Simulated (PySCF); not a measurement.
Molecule: `SCc1ccccc1`, C7H8S.

Cartesian coordinates in Å; atom numbers follow the order of the lines, from 1:
```xyz
16

S    -2.739   -1.000   -1.278
C    -1.922   -0.870    0.349
C    -0.514   -0.350    0.296
C     0.477   -1.030   -0.424
C     1.782   -0.550   -0.462
C     2.118    0.625    0.214
C     1.139    1.312    0.927
C    -0.168    0.827    0.966
H    -2.532    0.282   -1.649
H    -1.943   -1.901    0.737
H    -2.536   -0.259    1.027
H     0.209   -1.938   -0.971
H     2.544   -1.094   -1.025
H     3.142    1.003    0.182
H     1.392    2.234    1.457
H    -0.933    1.369    1.529
```

Geometry PBE0-D3(BJ)/def2-SVP throughout; GIAO in PySCF 2.14.0 with density-fitted response routines, gas phase, one conformer, non-relativistic; equivalent atoms averaged; basis pcSseg-1.

Task: How do the shifts δ (against CS2, TMS at the same level) depend on the functional? (a selection of nuclei; ppm; last column core-seconds on shared hosts with different chips, so compare them loosely)

Result: 
```tsv
functional	kind	S1	C3	C5/C7	C2	H12/H16	H13/H15	H14	H10/H11	H9	core-s
LDA	LDA	-7.0	151.9	137.2	38.0	7.47	7.41	7.33	3.57	1.82	42
PBE	GGA	-1.6	145.8	131.6	37.8	7.36	7.30	7.22	3.51	1.57	51
BLYP	GGA	18.3	147.8	132.2	39.2	7.23	7.16	7.09	3.48	1.37	52
KT2	GGA	2.7	137.9	123.4	36.6	7.20	7.10	7.03	3.51	1.58	54
B97-D	GGA	9.2	141.7	127.4	37.9	7.26	7.19	7.11	3.51	1.51	27
B3LYP	global hybrid	-6.5	149.5	134.4	37.0	7.35	7.28	7.20	3.45	1.47	21
PBE0	global hybrid	-28.8	147.6	134.0	35.4	7.49	7.42	7.34	3.46	1.67	27
wB97X-D	range-separated hybrid	-31.7	149.1	135.2	34.1	7.51	7.44	7.36	3.37	1.64	48
LC-wPBE	range-separated hybrid	-54.2	152.1	139.6	31.6	7.63	7.58	7.50	3.29	1.72	65
```

Task: Which nucleus among those listed moves most, in ppm?

Result: S1 (thiol sulfur): from -54.2 ppm with LC-wPBE to 18.3 ppm with BLYP. The smallest spread is 0.28 ppm, at H10/H11. Proton shifts span only some 12 ppm, so a few tenths of a ppm matter as much there as several ppm in carbon.
